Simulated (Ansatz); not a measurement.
Start from `[SiH3]CC(Cl)Cl` and change one atom or group to get `ClC(Cl)I`.

Ansatz, PBE0-D4/def2-TZVP geometries, multiplicity 1. Each molecule was computed in one conformer, which needn't be the lowest.

Elements past krypton have def2 core potentials.

| property | `[SiH3]CC(Cl)Cl` |
| --- | --- |
| LUMO energy (ωB97M-V/def2-TZVPP) / eV | 1.87 |
| HOMO energy (PBE0/def2-TZVPP) / eV | -8.60 |
| LUMO energy (B3LYP/def2-TZVPP) / eV | -0.37 |
| HOMO–LUMO gap (ωB97M-V/def2-TZVPP) / eV | 12.73 |
| HOMO–LUMO gap (PBE0/def2-TZVPP) / eV | 8.48 |
| HOMO energy (ωB97M-V/def2-TZVPP) / eV | -10.86 |

(1) What does the change do to each property? (Estimate.)

## Answers

(1) Computed: 
```csv
property,`ClC(Cl)I`,shift
LUMO energy (ωB97M-V/def2-TZVPP) / eV,0.06,-1.81
HOMO energy (PBE0/def2-TZVPP) / eV,-7.78,0.82
LUMO energy (B3LYP/def2-TZVPP) / eV,-2.20,-1.83
HOMO–LUMO gap (ωB97M-V/def2-TZVPP) / eV,10.01,-2.72
HOMO–LUMO gap (PBE0/def2-TZVPP) / eV,5.81,-2.67
HOMO energy (ωB97M-V/def2-TZVPP) / eV,-9.95,0.91
```

With PBE0 the HOMO rises by 0.82 eV and the LUMO falls by 1.85 eV, so the gap narrows by about 2.67 eV. PBE moves the HOMO by 0.62 eV and ωB97M-V by 0.91 eV.

B3LYP here is the variant with VWN-RPA as its local correlation; programs differ in this.

Spin–orbit coupling is left out; it splits and shifts lone-pair levels of the heavy atoms by tenths of an eV.
